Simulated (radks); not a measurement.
Values are calculated unless marked as measured or tabulated.
Task: Successive ionisation energies (eV) of one element, from differences of total energies of ions in their ground configurations, starting at charge 0: 6.438, 13.461, 23.164, 34.440, 80.633, 96.611, 112.86, 134.94, 152.89, 170.95, 216.15, 238.34, 427.46, 474.37, 522.76, 572.51, 623.52, 691.56, 747.11, 803.98, 862.10, 921.33. Level of theory: scalar-relativistic Kohn-Sham, PBE, spin-polarised, spherical densities, finite nucleus; open shells are filled with parallel spins first (spin-orbit coupling, left out, can overturn this in heavy ions); Fermi nuclear charge, rms radius 4.2694 fm (a radial shooting solver on a logarithmic mesh with Libxc functionals). Which element is it?

Result: Zirconium (Z = 40). The first species listed is Zr in [Kr] 4d2 5s2, the last Zr21+ in [Ar] 3d1.
